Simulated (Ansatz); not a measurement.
`CC[SiH](O)F` and `O[SiH](F)[SiH2]Br` differ in one atom or group.

Ansatz, PBE0-D4/def2-TZVP geometries, multiplicity 1. Each molecule was computed in one conformer, which needn't be the lowest.

Scalar relativity is left out up to krypton.

```
                                          property  `CC[SiH](O)F`
size of the dipole moment (ωB97M-V/def2-TZVPP) / D           2.16
                LUMO energy (PBE0/def2-TZVPP) / eV           0.64
             HOMO–LUMO gap (B3LYP/def2-TZVPP) / eV           8.51
                 LUMO energy (PBE/def2-TZVPP) / eV          -0.23
               LUMO energy (B3LYP/def2-TZVPP) / eV           0.27
           HOMO–LUMO gap (ωB97M-V/def2-TZVPP) / eV          12.75
```

Problem. Give the same properties after the change, and the shifts. (An estimate is asked.)

Solution. Computed: 
| property | `O[SiH](F)[SiH2]Br` | shift |
| --- | --- | --- |
| size of the dipole moment (ωB97M-V/def2-TZVPP) / D | 1.33 | -0.83 |
| LUMO energy (PBE0/def2-TZVPP) / eV | -1.20 | -1.84 |
| HOMO–LUMO gap (B3LYP/def2-TZVPP) / eV | 6.55 | -1.96 |
| LUMO energy (PBE/def2-TZVPP) / eV | -2.03 | -1.80 |
| LUMO energy (B3LYP/def2-TZVPP) / eV | -1.38 | -1.65 |
| HOMO–LUMO gap (ωB97M-V/def2-TZVPP) / eV | 10.78 | -1.97 |

With PBE0 the HOMO rises by 0.31 eV and the LUMO falls by 1.84 eV, so the gap narrows by about 2.15 eV. PBE moves the HOMO by 0.13 eV and ωB97M-V by 0.51 eV. The zero-point energy changes by -122.2 kJ/mol with -9 modes. Dipoles are sizes alone; their direction can turn.

B3LYP here is the variant with VWN-RPA as its local correlation; programs differ in this.

Spin–orbit coupling is left out; it splits and shifts lone-pair levels of the heavy atoms by tenths of an eV.
